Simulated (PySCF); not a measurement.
Ligands exchanged one at a time, Sn Cl-C2H5. Isolated molecules, 0 K electronic values unless said otherwise. One relaxed conformer stands for each flexible species; it need not be the lowest. Strings in code marks are SMILES.

The HOMO–LUMO gap from two functionals at the same geometries (PBE0-D3(BJ)/def2-SVP), both in PySCF: PBE-D3(BJ)/def2-TZVP and PBE0-D3(BJ)/def2-TZVP. 

```csv
species,PBE-D3(BJ)/def2-TZVP (eV),PBE0-D3(BJ)/def2-TZVP (eV)
0 of 4 Cl replaced by C2H5 (`[Cl][Sn]([Cl])([Cl])[Cl]`),3.96,6.28
1 of 4 Cl replaced by C2H5 (`C[CH2][Sn]([Cl])([Cl])[Cl]`),4.41,6.54
"2 of 4 Cl replaced by C2H5 (`C[CH2][Sn]([Cl])([Cl])[CH2]C` (C–C–Sn–Cl torsion 56°, Cl–Sn–C–C torsion -56°))",4.91,7.03
4 of 4 Cl replaced by C2H5,5.63,7.59
```

Over these rows, drawn at random from the members with no instability flagged (it was tested for open shells, ions and some series alone), PBE minus PBE0-D3(BJ): mean -2.13 eV, from -2.32 eV to -1.96 eV.
